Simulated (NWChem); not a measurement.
Molecule: CHBr2Cl; SMILES ClC(Br)Br

```xyz
5

Cl     2.0608    -0.0922     0.0000
C      0.4044     0.4933     0.0000
Br    -0.5412    -0.0426    -1.5962
Br    -0.5412    -0.0426     1.5962
H      0.4250     1.5870     0.0000
```
Atoms are numbered in this order, from 1.

Results from NWChem. Medium grid unless said otherwise, to which SCAN and Minnesota functionals are sensitive. Coordinates come from a PBE0/def2-SVP optimisation. Total energies of different functionals are on different scales.

```json
[
 {"level": "LDA (Slater exchange, VWN5)/def2-TZVPD", "energy (Ha)": "-5638.3213", "highest occupied level (eV)": "-7.15", "orbital gap (eV)": "4.26", "dipole (D)": "0.91"},
 {"level": "PBE/def2-TZVPD", "energy (Ha)": "-5646.2299", "highest occupied level (eV)": "-7.00", "orbital gap (eV)": "4.29", "dipole (D)": "0.89"},
 {"level": "BLYP/def2-TZVPD", "energy (Ha)": "-5647.2668", "highest occupied level (eV)": "-6.83", "orbital gap (eV)": "4.22", "dipole (D)": "0.89"},
 {"level": "TPSS/def2-TZVPD", "energy (Ha)": "-5647.0790", "highest occupied level (eV)": "-7.12", "orbital gap (eV)": "4.49", "dipole (D)": "0.93"},
 {"level": "r2SCAN/def2-TZVPD", "energy (Ha)": "-5647.1521", "highest occupied level (eV)": "-7.32", "orbital gap (eV)": "4.73", "dipole (D)": "0.94"},
 {"level": "B3LYP/def2-TZVPD", "energy (Ha)": "-5647.3028", "highest occupied level (eV)": "-8.03", "orbital gap (eV)": "6.01", "dipole (D)": "0.93"},
 {"level": "PBE0/def2-TZVPD", "energy (Ha)": "-5646.4434", "highest occupied level (eV)": "-8.30", "orbital gap (eV)": "6.53", "dipole (D)": "0.94"},
 {"level": "M06-2X/def2-TZVPD", "energy (Ha)": "-5647.2771", "highest occupied level (eV)": "…", "orbital gap (eV)": "…", "dipole (D)": "0.96"},
 {"level": "CAM-B3LYP/def2-TZVPD", "energy (Ha)": "-5647.4747", "highest occupied level (eV)": "-9.63", "orbital gap (eV)": "8.94", "dipole (D)": "0.96"},
 {"level": "Hartree-Fock/def2-TZVPD", "energy (Ha)": "-5642.7848", "highest occupied level (eV)": "-11.26", "orbital gap (eV)": "12.48", "dipole (D)": "1.06"}
]
```

### Question
Some entries are withheld; supply them.

### Answer

- M06-2X/def2-TZVPD, highest occupied level (eV): -9.53
- M06-2X/def2-TZVPD, orbital gap (eV): 8.61
